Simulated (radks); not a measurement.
Results of a calculation; reference values are marked as such.
Q: Ba2+, 54 electrons, occupied as [Kr] 4d10 5s2 5p5 6s1 (not the ground configuration). Code: a radial shooting solver on a logarithmic mesh with Libxc functionals. Model: scalar-relativistic Kohn-Sham, PBEsol, spin-polarised, spherical densities, point nucleus; open shells are filled with parallel spins first (spin-orbit coupling, left out, can overturn this in heavy ions). Some entries of the table are withheld. Estimate them.

| orbital | occ. | eigenvalue (hartree) | r(max) (bohr) | <r> (bohr) |
|---|---|---|---|---|
| 1s up | 1 | -1369.321 | 0.01643 | 0.02559 |
| 1s down | 1 | -1369.318 | 0.01643 | 0.02559 |
| 2s up | 1 | -217.0079 | 0.09291 | 0.1098 |
| 2s down | 1 | -217.0065 | 0.09291 | 0.1098 |
| 2p up | 3 | -194.6899 | 0.07464 | 0.09621 |
| 2p down | 3 | -194.6878 | 0.07464 | 0.09621 |
| 3s up | 1 | -46.32369 | 0.2664 | 0.2921 |
| 3s down | 1 | -46.32135 | 0.2665 | 0.2921 |
| 3p up | 3 | -39.16979 | 0.2607 | 0.2901 |
| 3p down | 3 | -39.16721 | 0.2607 | 0.2901 |
| 3d up | 5 | -28.77366 | 0.2151 | 0.2666 |
| 3d down | 5 | -28.77120 | 0.2151 | 0.2666 |
| 4s up | 1 | -9.61176 | 0.6249 | 0.6739 |
| 4s down | 1 | -9.60682 | 0.6249 | 0.6738 |
| 4p up | 3 | -7.30298 | 0.6535 | 0.7156 |
| 4p down | 3 | -7.29773 | 0.6536 | 0.7153 |
| 4d up | 5 | -3.95124 | 0.6951 | (1) |
| 4d down | 5 | -3.94406 | 0.6951 | (2) |
| 5s up | 1 | -1.86530 | 1.460 | 1.610 |
| 5s down | 1 | -1.83191 | 1.457 | 1.606 |
| 5p up | 3 | -1.29457 | 1.645 | 1.852 |
| 5p down | 2 | -1.25845 | 1.643 | 1.846 |
| 6s up | 1 | -0.53872 | 3.484 | 3.744 |
| 6s down | 0 | -0.49502 | 3.475 | 3.724 |

A: 
(1) 4d up <r> (bohr): 0.7999
(2) 4d down <r> (bohr): 0.7988
